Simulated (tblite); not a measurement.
Compound: C₇H₈N₄.
Atom-mapped SMILES: `[CH3:1][n:2]1[n:3][c:4]([C:5]#[N:6])[c:7]([CH:8]2[CH2:9][CH2:10]2)[n:11]1` (hydrogens: H12, H13, H14 on C1; H15 on C8; H16, H17 on C9; H18, H19 on C10)

Cartesian coordinates in Å at the GFN2-xTB level; atoms count from 1:
```xyz
19
C7H8N4 angstrom
C      3.1221   -0.5594    0.3907
N      1.8727   -0.0350   -0.0664
N      1.7975    0.8681   -1.0010
C      0.4896    1.0859   -1.1595
C     -0.0652    1.9929   -2.0714
N     -0.5722    2.7202   -2.7987
C     -0.2020    0.2449   -0.2488
C     -1.6411    0.1277   -0.0471
C     -2.1712   -0.1235    1.3428
C     -2.2197   -1.2132    0.3292
N      0.7189   -0.4423    0.4163
H      3.1340   -0.5738    1.4800
H      3.2595   -1.5779    0.0228
H      3.9154    0.0793    0.0091
H     -2.2206    0.7669   -0.7020
H     -3.0881    0.3716    1.6230
H     -1.4458   -0.2047    2.1372
H     -3.1709   -1.4886   -0.0995
H     -1.5227   -2.0298    0.4361
```

Method: GFN2-xTB as coded in tblite; computed harmonic values from a numerical Hessian at the method's own geometry, unscaled. Errors from tens to a few hundred cm⁻¹ against measured bands are possible. One conformer, not necessarily the lowest.

Harmonic wavenumbers (cm⁻¹): 37.2, 47.5, 96.1, 125.2, 143.6, 151.7, 240.9, 316.0, 380.9, 393.5, 510.2, 544.8, 584.1, 623.3, 641.1, 709.9, 793.4, 822.4, 867.1, 950.4, 989.6, 1039.5, 1052.5, 1064.5, 1072.3, 1073.1, 1091.0, 1096.4, 1155.1, 1189.1, 1249.3, 1298.7, 1343.9, 1376.8, 1385.4, 1389.7, 1420.7, 1434.0, 1456.8, 1470.8, 1494.9, 1528.6, 2376.5, 2989.1, 3021.0, 3051.5, 3057.1, 3093.3, 3093.8, 3104.2, 3121.7.

A = 1307, B = 1087, C = 624.6 MHz; mass 148.075 u (most abundant isotopes); point group C1, symmetry number 1.

Problem. What is the zero-point energy?

Solution. Half the sum of the wavenumbers: 31780 cm⁻¹ = 380.17 kJ/mol.

Problem. Give the ideal-gas entropy at 273.15 K and 1 bar in the rigid-rotor, harmonic-oscillator model (classical rotation).

Solution. Translation 169.36, rotation 125.57, vibration 122.13: S = 417.1 J/(mol K).

Problem. And Cp and H(273.15 K) − H(0)?

Solution. Cp = 151.04 J/(mol K), of which vibrations give 117.78 (their classical limit is 51 R = 424.0); H(273.15 K) − H(0) = 25.87 kJ/mol without the zero-point energy, 16.79 from vibrations.

Problem. What must be added to the electronic energy to get the Gibbs energy at 273.15 K and 1 bar?

Solution. ZPE + [H(273.15 K) − H(0)] − T·S = 380.17 + 25.87 − 113.92 = 292.12 kJ/mol.

Problem. How do the functions run with temperature in this model?

Solution. 
| T (K) | S (J/(mol K)) | Cp (J/(mol K)) | H − H(0) (kJ/mol) | G − H(0) (kJ/mol) | ln q(vib) |
| --- | --- | --- | --- | --- | --- |
| 50 | 257.4 | 60.5 | 2.26 | -10.61 | 0.84 |
| 100 | 306.6 | 82.5 | 5.87 | -24.79 | 2.36 |
| 298.15 | 430.8 | 162.1 | 29.79 | -98.65 | 7.97 |
| 373.15 | 470.7 | 194.8 | 43.18 | -132.46 | 9.97 |
| 500 | 534.7 | 243.3 | 71.08 | -196.28 | 13.32 |
| 750 | 647.0 | 309.8 | 140.90 | -344.38 | 19.71 |
| 1000 | 742.3 | 351.3 | 223.91 | -518.37 | 25.68 |

q(vib) and H(0) count from the zero-point level.

Hindered rotation and anharmonicity are outside this model. Other conformers, if any are populated, would add a mixing term that is left out. The structure is chiral; the term R ln 2 for an equal mix with its mirror image is left out.

Time: 1.2 s of wall time. Hardware: one thread, Arm Neoverse N1 (aarch64), shared host with 64 logical CPUs at a one-minute load of 27. This covers the Hessian and the dipole derivatives.
